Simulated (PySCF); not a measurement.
[Er(CH3)2]+ at several levels of theory

Computed with PySCF 2.14.0 (density fitting, no spin-orbit coupling) at the geometry relaxed with PBE0:

```xyz
9
[Er(CH3)2]+ (singlet in the valence; each metal's 4f electrons, 11 of them, lie in its core potential, out of spins and levels)
Er    0.0000    0.0000   -0.2268
C     1.7132    0.0175    1.2157
H     2.6958   -0.2092    0.7610
H     1.8006    1.0015    1.7162
H     1.5345   -0.7212    2.0204
C    -1.7132   -0.0175    1.2157
H    -2.6958    0.2092    0.7610
H    -1.8006   -1.0015    1.7162
H    -1.5345    0.7212    2.0204
```

| level | basis | state | HOMO (eV) | gap (eV) | charge on Er1 (e) | population of f-type functions on Er1 (polarisation alone where 4f lies in the core) | dipole about the centre of mass (D) | largest force component (eV/Å) |
| --- | --- | --- | --- | --- | --- | --- | --- | --- |
| PBE0 | Er lcecp-1-SVP with ECP57, C def2-SVP, H def2-SVP | singlet | -11.77 | 4.58 | 1.23 | 0.02 | 3.48 | 0.01 |
| PBE0 | Er lcecp-1-TZVP with ECP57, C def2-TZVP, H def2-TZVP | singlet | -11.72 | 4.55 | 1.52 | 0.02 | 3.60 | 0.26 |

In the lcecp rows the 4f levels are missing from HOMO and gap, and the state counts the valence alone.

Charges are Mulliken's, which hang on the basis. The relaxation used the grid (50, 194), these runs (75, 302) or, all-electron (x2c bases, spin-free X2C Hamiltonian), (99, 590).

**Question.** A further run in the first row's basis gives HOMO (eV) -11.55, gap (eV) 3.97, charge on Er1 (e) 1.17, population of f-type functions on Er1 (polarisation alone where 4f lies in the core) 0.02, dipole about the centre of mass (D) 3.30, largest force component (eV/Å) 0.33. Which level was it?
A. TPSSh
B. B3LYP

**Answer.** B. The others give HOMO -11.08 eV (TPSSh).

An lcecp potential fixes the number of 4f electrons, so in runs with it no electron can move into or out of that shell.
